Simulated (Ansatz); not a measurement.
`C[Te][GeH3]` + `C=NC(C)=S` → `C[Te]C(C)=S` + `C=[N][GeH3]` at 600 K and 1 bar (formal exchange of groups at a Te–Ge bond).

Program: Ansatz. Geometries: PBE0-D4/def2-TZVP. ΔE: electronic, gas phase. CBS: MP2 limit from def2 TZ/QZ plus the TZ coupled-cluster correction, frozen cores. Elements past krypton have def2 core potentials. For Ge, Te outer-core shells are correlated without core-valence functions, which leaves a few kJ/mol of doubt a bond. Scalar relativity is left out up to krypton. Each species was taken in one conformer, which may not be the lowest.

```tsv
species	CCSD(T)/CBS energy (Eh)	H − E (kJ/mol)	S (J/(mol·K))
`C[Te][GeH3]`	-2385.51123	212.4	433.8
`C=NC(C)=S`	-569.59878	251.6	403.0
`C[Te]C(C)=S`	-783.25526	275.9	471.2
`C=[N][GeH3]`	-2171.83462	184.6	360.4
```

H − E and S are ideal-gas, rigid-rotor, harmonic terms from PBE0-D4/def2-TZVP, for one conformer and one mirror image of each species. 1 Eh = 2625.50 kJ/mol, R = 8.31446 J/(mol·K).

Question: By hand: ΔE, ΔH, ΔS and ΔG.

Answer: ΔE = (-783.25526) + (-2171.83462) − (-2385.51123) − (-569.59878) = 0.02013 Eh = 52.9 kJ/mol. Δ(H − E) = 275.9 + 184.6 − 212.4 − 251.6 = -3.5, so ΔH = 49.4 kJ/mol. ΔS = 471.2 + 360.4 − 433.8 − 403.0 = -5.2 J/(mol·K). ΔG = 49.4 − 600 × (-5.2)/1000 = 52.5 kJ/mol.

Question: By hand: the equilibrium constant, and the temperature at which ΔG would vanish if ΔH and ΔS stayed fixed.

Answer: log₁₀ K = −ΔG/(RT ln 10) = -4.6. ΔH and −TΔS have one sign here, so there is no such temperature.

The number of gas molecules stays the same, so ΔS is small and ΔH decides. A doubt of 5 kJ/mol in ΔE shifts log₁₀ K by 0.4 here. Other conformers and mirror images would add mixing entropy, several J/(mol·K) or more a flexible species. These are equilibria of isolated gas molecules and say nothing of rates. Largest T1 diagnostic: 0.017 (customary marks: 0.02 for closed shells, 0.045 for open ones).

ΔS is within the doubt of such terms, so its sign, and with it that verdict, could turn.
